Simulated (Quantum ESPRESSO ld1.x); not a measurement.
Species: the scandium ion Sc2+. Configuration: [Ar] 3d1.

All-electron calculation, non-relativistic Kohn-Sham, PW91, spin-unpolarised, spherical densities, point nucleus. Program: ld1.x of Quantum ESPRESSO 7.5.

Energy parts (eV):
part                    energy
total                 -20678.1
kinetic                20658.5
electron-nucleus      -48655.3
Hartree                 8368.6
exchange-correlation   -1049.9

Orbitals (lengths in bohr, moments of r in powers of bohr; r(90%) holds 90 % of the orbital's charge):
orbital  occ.  eigenvalue (eV)  r(90%)
1s          2         -4387.82   0.131
2s          2         -485.155   0.538
2p          6         -403.498   0.508
3s          2         -69.8107    1.62
3p          6         -48.9826    1.79
3d          1         -18.1290    2.67

The highest occupied level is 3d at -18.129 eV. For comparison, the ionisation energy in NIST's Atomic Spectra Database is 24.757 eV (measured). In exact Kohn-Sham theory the highest level is minus the ionisation energy, but local and semilocal functionals leave it too shallow, through self-interaction and a potential that decays too fast; potentials with the right tail come closer. The density falls to 0.001 e/bohr^3 at r = 3.11 bohr. Virial ratio -V/T = 2.00095.

Beside tabulated values, note that spin-unpolarised runs miss the spin-polarisation part of the exchange energy of open shells.
